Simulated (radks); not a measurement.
Values are calculated unless marked as measured or tabulated.
Question: The mean radii <r> (bohr) of the occupied orbitals of an atom or ion are listed with their occupations. Level of theory: non-relativistic Kohn-Sham, TPSS, spin-polarised, spherical densities, point nucleus; meta-GGA in the generalised Kohn-Sham scheme (a radial shooting solver on a logarithmic mesh with Libxc functionals).

| orbital | occ. | <r> |
|---|---|---|
| 1s | 2 | 0.04365 |
| 2s | 2 | 0.1903 |
| 2p | 6 | 0.1640 |
| 3s | 2 | 0.4696 |

Name the element and its charge. Open shells, if any, are filled with parallel spins first.

Answer: Z = 35, bromine, charge +23: Br23+ in [Ne] 3s2. The 1s radius gives Z: for a bare nucleus <r> = 1.5/Z, 0.04286 bohr for Z = 35, and screening makes it slightly larger (0.04365 here). The occupations add up to 12, and the charge is Z minus that.
